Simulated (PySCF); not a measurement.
C₂HO (SMILES [CH-]=C=O), charge -1, singlet, geometry from GFN2-xTB (in this run its highest filled SCF level lies above zero, so its values depend strongly on the basis, on diffuse functions most of all); CCSD(T)/STO-3G (PySCF).

The PySCF input:
```python
from pyscf import gto, scf, cc

mol = gto.Mole()
mol.atom = '''
    C     0.017882   -0.126888   -1.227557
    C     0.012039   -0.079027   -0.004614
    H     0.100932   -0.678824   -2.129085
    O    -0.035057    0.239289    1.190263
'''
mol.basis = 'sto-3g'
mol.charge = -1
mol.spin = 0
mol.verbose = 4
mol.build()

mf = scf.RHF(mol)
mf.kernel()

mycc = cc.CCSD(mf)
mycc.kernel()
et = mycc.ccsd_t()
print('E(CCSD(T)) = %.10f' % (mycc.e_tot + et))
```

It wrote (shortened):

```
PySCF version 2.14.0

[INPUT] verbose = 4
[INPUT] num. atoms = 4
[INPUT] num. electrons = 22
[INPUT] charge = -1
[INPUT] spin (= nelec alpha-beta = 2S) = 0
[INPUT] symmetry False subgroup None
[INPUT] Mole.unit = angstrom
[INPUT] Symbol           X                Y                Z      unit          X                Y                Z       unit  Magmom
[INPUT]  1 C      0.017882000000  -0.126888000000  -1.227557000000 AA    0.033792082559  -0.239783568494  -2.319746532293 Bohr   0.0
[INPUT]  2 C      0.012039000000  -0.079027000000  -0.004614000000 AA    0.022750412814  -0.149339386446  -0.008719196339 Bohr   0.0
[INPUT]  3 H      0.100932000000  -0.678824000000  -2.129085000000 AA    0.190733837205  -1.282791446782  -4.023387545920 Bohr   0.0
[INPUT]  4 O     -0.035057000000   0.239289000000   1.190263000000 AA   -0.066248128749   0.452190674621   2.249271086203 Bohr   0.0

nuclear repulsion = 52.1364290545846
number of shells = 10
number of NR pGTOs = 48
number of NR cGTOs = 16
basis = sto-3g
ecp = {}

******** <class 'pyscf.scf.hf.RHF'> ********
method = RHF
initial guess = minao
damping factor = 0
level_shift factor = 0
DIIS = <class 'pyscf.scf.diis.CDIIS'>
diis_start_cycle = 1
diis_space = 8
diis_damp = 0
SCF conv_tol = 1e-09
SCF conv_tol_grad = None
SCF max_cycles = 50
direct_scf = True
direct_scf_tol = 1e-13
Set gradient conv threshold to 3.16228e-05
Initial guess from minao.
init E= -149.637344073351
  HOMO = -0.160238046709762  LUMO = 0.251265164412589  gap/eV = 11.19757
cycle= 1 E= -148.863935857296  delta_E= 0.773  |g|= 0.483  |ddm|= 3.08
  HOMO = 0.170244527831262  LUMO = 0.705895201812298  gap/eV = 14.57580
cycle= 2 E= -148.924273194119  delta_E= -0.0603  |g|= 0.255  |ddm|= 0.918
  HOMO = 0.118655390732301  LUMO = 0.726243058859954  gap/eV = 16.53330
cycle= 3 E= -148.943330638997  delta_E= -0.0191  |g|= 0.0624  |ddm|= 0.374
  HOMO = 0.110713644091335  LUMO = 0.721590134932276  gap/eV = 16.62280
cycle= 4 E= -148.944486442374  delta_E= -0.00116  |g|= 0.0254  |ddm|= 0.101
  HOMO = 0.10860929777869  LUMO = 0.719776242019469  gap/eV = 16.63070
cycle= 5 E= -148.944702249109  delta_E= -0.000216  |g|= 0.00504  |ddm|= 0.0377
  HOMO = 0.109143282344052  LUMO = 0.720275046024602  gap/eV = 16.62974
cycle= 6 E= -148.944721695227  delta_E= -1.94e-05  |g|= 0.00143  |ddm|= 0.0145
  HOMO = 0.1090194018414  LUMO = 0.72035703959408  gap/eV = 16.63534
cycle= 7 E= -148.944724805209  delta_E= -3.11e-06  |g|= 0.000591  |ddm|= 0.00617
  HOMO = 0.108983129672672  LUMO = 0.720326756974226  gap/eV = 16.63551
cycle= 8 E= -148.94472557027  delta_E= -7.65e-07  |g|= 0.000209  |ddm|= 0.00358
  HOMO = 0.108983762199499  LUMO = 0.720358858223142  gap/eV = 16.63636
cycle= 9 E= -148.944725658266  delta_E= -8.8e-08  |g|= 2.9e-05  |ddm|= 0.00152
  HOMO = 0.108981825848197  LUMO = 0.720358205319335  gap/eV = 16.63640
cycle= 10 E= -148.944725659224  delta_E= -9.58e-10  |g|= 6.69e-06  |ddm|= 0.000123
  HOMO = 0.108981106421285  LUMO = 0.720357852058086  gap/eV = 16.63641
Extra cycle  E= -148.944725659257  delta_E= -3.36e-11  |g|= 3.34e-06  |ddm|= 1.46e-05
converged SCF energy = -148.944725659257

******** <class 'pyscf.cc.ccsd.CCSD'> ********
CC2 = 0
CCSD nocc = 11, nmo = 16
max_cycle = 50
direct = 0
conv_tol = 1e-07
conv_tol_normt = 1e-05
diis_space = 6
diis_start_cycle = 0
diis_start_energy_diff = 1e+09
Init t2, MP2 energy = -149.133345218786  E_corr(MP2) -0.188619559528777
Init E_corr(CCSD) = -0.188619559535005
cycle = 1  E_corr(CCSD) = -0.179929941713243  dE = 0.00868961782  norm(t1,t2) = 0.0783817
cycle = 2  E_corr(CCSD) = -0.194703468565612  dE = -0.0147735269  norm(t1,t2) = 0.0341835
cycle = 3  E_corr(CCSD) = -0.193059858129675  dE = 0.00164361044  norm(t1,t2) = 0.0190047
cycle = 4  E_corr(CCSD) = -0.195227155912998  dE = -0.00216729778  norm(t1,t2) = 0.00604369
cycle = 5  E_corr(CCSD) = -0.195598881720345  dE = -0.000371725807  norm(t1,t2) = 0.00148597
cycle = 6  E_corr(CCSD) = -0.195555914847896  dE = 4.29668724e-05  norm(t1,t2) = 0.000562458
cycle = 7  E_corr(CCSD) = -0.195560525993302  dE = -4.61114541e-06  norm(t1,t2) = 0.000108978
cycle = 8  E_corr(CCSD) = -0.195563395357037  dE = -2.86936373e-06  norm(t1,t2) = 4.08143e-05
cycle = 9  E_corr(CCSD) = -0.19556370429108  dE = -3.08934044e-07  norm(t1,t2) = 1.66633e-05
cycle = 10  E_corr(CCSD) = -0.195562909682794  dE = 7.94608286e-07  norm(t1,t2) = 5.76418e-06
cycle = 11  E_corr(CCSD) = -0.195563100304595  dE = -1.90621801e-07  norm(t1,t2) = 3.02869e-06
cycle = 12  E_corr(CCSD) = -0.195563029664509  dE = 7.06400868e-08  norm(t1,t2) = 1.05301e-06
CCSD converged
E(CCSD) = -149.1402886889216  E_corr = -0.1955630296645086
CCSD(T) correction = -0.0136661565947929
E(CCSD(T)) = -149.1539548455
```
